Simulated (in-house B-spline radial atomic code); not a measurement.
**Ionising the fluorine ion F³⁺ with different functionals**

Computed with an all-electron radial atomic-structure program (B-spline basis): non-relativistic Hamiltonian, point nucleus, spin-polarised at highest spin, spherical fractional occupations for the functionals, the average over the highest-spin determinants for Hartree-Fock. The ionisation energy is the difference of two self-consistent energies, [He] 2s2 2p2 → [He] 2s2 2p1, without Breit or QED terms; ε is the level of the shell that loses the electron (its least bound occupied spin orbital).

Hybrids are left out here: with spherical fractional occupations of an open shell their exact exchange keeps a self-interaction that integer-occupation calculations don't have.

```csv
method,rung,ΔSCF (eV),-ε(2p) (eV)
Hartree-Fock,Hartree-Fock,86.93,88.01
LDA VWN5,LDA,87.86,75.12
LDA PW92,LDA,87.84,75.11
LDA exchange-only,LDA,86.37,73.72
PBE,GGA,87.82,75.09
PBEsol,GGA,87.65,74.95
BLYP,GGA,87.90,75.09
RPBE,GGA,87.76,75.05
PW91,GGA,88.00,75.26
BP86,GGA,87.85,75.12
AM05,GGA,87.63,74.93
OLYP,GGA,88.02,75.34
TPSS,meta-GGA,87.98,75.34
SCAN,meta-GGA,88.38,76.00
r2SCAN,meta-GGA,88.33,75.94
M06-L,meta-GGA,88.14,75.78
revTPSS,meta-GGA,87.78,75.17
```

Question: How do they compare with the NIST value?

Answer: NIST lists 87.17 eV ± 0.017 (semi-empirical, ground level to ground level). Errors run from -0.80 to +1.20 eV; Hartree-Fock is closest (-0.25 eV), but part of that can be cancellation, since the calculations leave out relativity, Breit-QED terms, multiplet and fine-structure energies. Hartree-Fock also lacks correlation.
